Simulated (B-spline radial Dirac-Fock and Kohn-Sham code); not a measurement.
## Photoemission from Cs at 7670 eV, detector at θ = 54.7°, φ = 0°

System: the free cesium atom, configuration 1s2 2s2 2p6 3s2 3p6 3d10 4s2 4p6 4d10 5s2 5p6 6s1. Level of theory: Dirac-Hartree-Slater photoionisation with a Latter tail; cross sections with all multipoles, angular parameters from the dipole term and its interference with E2; a radial atomic solver. Thresholds are tabulated edges, those marked * orbital energies of the model. For linearly polarised light dσ/dΩ = σ/(4π) [1 + β P₂(cos θ) + (δ + γ cos²θ) sin θ cos φ], with θ from the polarisation vector and φ the angle between the beam and the projection of the electron momentum on the plane normal to the polarisation. The dipole factor is 1 + βP₂ and the non-dipole term is the rest of the bracket. Open shells are filled statistically over j.

Input of the calculation (task.json; shells as n, l, electrons):

```json
{"items": [{
  "Z": 55,
  "q": 0,
  "cfg": [[1, 0, 2], [2, 0, 2], [2, 1, 6], [3, 0, 2], [3, 1, 6], [3, 2, 10], [4, 0, 2], [4, 1, 6], [4, 2, 10], [5, 0, 2], [5, 1, 6], [6, 0, 1]],
  "A": 133,
  "rrms": 4.8041,
  "do": "xps",
  "hv": [52.6, 80, 95.0, 126.0, 150, 152.0, 160.0, 176.0, 189.0, 200, 218.0, 223.0, 238.0, 277.0, 300, 312.0, 587.0, 998.0, 1240.0, 1486.9, 1880.0, 2530.0, 4000, 5280.0, 5480.0, 7670.0, 8047.8, 10900.0, 12000, 13000.0],
  "edges": {"K": 35985.0, "L1": 5714.0, "L2": 5359.0, "L3": 5012.0, "M1": 1211.0, "M2": 1071.0, "M3": 1003.0, "M4": 740.5, "M5": 726.6, "N1": 232.3, "N2": 172.4, "N3": 161.3, "N4": 79.8, "N5": 77.5}
}]}
```

Run with: `python xray2_run.py task.json out`

```
subshell  threshold (eV)   σ (kb)     β     γ       δ  dipole factor  non-dipole term  dσ/dΩ (kb/sr)
      2s          5714.0     13.5  1.99  0.00  -0.001          1.002            0.000           1.07
   2p1/2          5359.0     17.9  1.43  0.33   0.040          1.001           +0.123           1.60
   2p3/2          5012.0     30.9  1.51  0.45   0.048          1.001           +0.161           2.86
      3s          1211.0     2.99  1.99  0.02   0.000          1.002           +0.004          0.239
   3p1/2          1071.0     2.70  1.45  0.88   0.034          1.001           +0.268          0.273
   3p3/2          1003.0     4.70  1.52  0.96   0.037          1.001           +0.291          0.483
   3d3/2           740.5     1.20  0.95  1.38   0.218          1.001           +0.555          0.149
   3d5/2           726.6     1.65  0.89  1.35   0.233          1.001           +0.558          0.205
      4s           232.3    0.683  1.99  0.09   0.000          1.002           +0.024         0.0557
   4p1/2           172.4    0.543  1.44  0.95   0.033          1.001           +0.285         0.0555
   4p3/2           161.3    0.939  1.51  1.02   0.035          1.001           +0.306         0.0977
   4d3/2           79.80    0.210  0.92  1.39   0.213          1.001           +0.552         0.0259
   4d5/2           77.50    0.287  0.86  1.35   0.229          1.001           +0.555         0.0356
      5s          30.49*    0.112  1.99  0.10   0.000          1.002           +0.028        0.00916
   5p1/2          17.80*   0.0708  1.44  0.96   0.032          1.001           +0.288        0.00727
   5p3/2          15.95*    0.119  1.51  1.03   0.035          1.001           +0.309         0.0124
      6s           3.64*  0.00337  1.99  0.11   0.000          1.002           +0.029       0.000276
```
